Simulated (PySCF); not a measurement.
# Two-component Hartree-Fock for Zr³⁸⁺ (zirconium, charge +38)

Start: 1s2. Calculated with PySCF 2.14 in an even-tempered Gaussian basis (15 s from 70 bohr⁻², ratio 2.4; 10 p from 90 bohr⁻², ratio 2.4; 3 d from 280 bohr⁻², ratio 2.6; 3 f from 430 bohr⁻², ratio 2.6): generalised Hartree-Fock with the X2C-1e Hamiltonian and a Gaussian nucleus; one run each with spin-orbit coupling (SO) switched off, then screened by Boettger's factors.

```json
{"spinor shell": "1s1/2", "electrons": "2", "ε, spin-free (eV)": "-21543.9", "ε, screened SO (eV)": "-21543.9", "weight of nominal j (screened SO)": "1.000", "rms radius, screened SO (bohr)": "0.0422"}
```

```
   quantity    spin-free  screened SO
E (hartree)  -1609.44708  -1609.44708
        M_J            0            0
       ⟨J²⟩        0.000        0.000
       ⟨L²⟩        0.000        0.000
       ⟨S²⟩        0.000        0.000
```

Breit and QED terms are absent; they matter most for the inner s and p1/2 levels.

Densities and radii are taken from the X2C orbitals without a picture-change correction, which distorts them close to the nucleus.

Without spin-orbit coupling the j labels of p, d and f shells carry no meaning; the spin-free column gives the mean over the occupied spinors of each nl shell.
